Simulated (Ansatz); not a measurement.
X3Ti-Y-SiH3: binding per atom (eV) at several levels, gas phase, relaxed structures; Ansatz. Binding counts from free atoms in the multiplicity of their measured ground term, without zero-point energy. Singlets are spin-restricted. Names give formal oxidation states. The structures are stationary points that may keep the symmetry of their start. Correlated methods freeze inner cores and use unrestricted references for open shells.

```json
{"species": "(F)3Ti-O-SiH3 (TiSiOF3H3)", "state": "singlet", "geometry": "r2SCAN-D4/def2-SVP", "PBE-D4/def2-SVP": "4.48", "B3LYP-D4/6-31G": "4.02", "PBE0-D4/def2-SVP": "4.20", "PBE0-D4/def2-TZVP": "4.19", "MP2/def2-TZVP": "4.30", "CCSD(T)/def2-SVP": "4.01"}
{"species": "(Cl)3Ti-S-SiH3 (TiSiH3SCl3)", "state": "singlet", "geometry": "PBE-D4/def2-SVP", "PBE-D4/def2-SVP": "3.57", "B3LYP-D4/6-31G": "3.12", "PBE0-D4/def2-SVP": "3.38", "PBE0-D4/def2-TZVP": "3.39", "MP2/def2-TZVP": "3.41", "CCSD(T)/def2-SVP": "3.13"}
```

Question: Estimate the rows for (OH)3Ti-NH-SiH3 (TiSiNO3H7) (singlet, r2SCAN-D4/def2-SVP geometry).

Answer: 
```tsv
species	state	geometry	PBE-D4/def2-SVP	B3LYP-D4/6-31G	PBE0-D4/def2-SVP	PBE0-D4/def2-TZVP	MP2/def2-TZVP	CCSD(T)/def2-SVP
(OH)3Ti-NH-SiH3 (TiSiNO3H7)	singlet	r2SCAN-D4/def2-SVP	4.02	3.66	3.82	3.82	3.82	3.60
```
